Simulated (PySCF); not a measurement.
**Correlation energy of S (sulfur, neutral)**

Starting occupation: [Ne] 3s2 3p4, 3p1/2 with m_j = -1/2, +1/2, 3p3/2 with m_j = +1/2, +3/2. All numbers are calculated (PySCF 2.14, X2C-1e with screened-nucleus spin-orbit coupling, Gaussian nucleus, in x2c-SVPall-2c with one added diffuse shell each of s, p type (5s5p1d, 25 functions)). Frozen: [Ne]; 6 electrons correlated.

MP2 pair energies summed by pair of shells (mhartree):

```csv
pair,energy,share (%)
3p-3s,-40.24,45.8
3p-3p,-39.41,44.9
3s-3s,-8.16,9.3
```

Total MP2 correlation energy: -87.81 mhartree.

The GHF reference relaxed away from the jj start to a determinant that is no pure jj level (⟨S²⟩ = 2.00, ⟨J²⟩ = 6.01); the energies belong to that determinant.
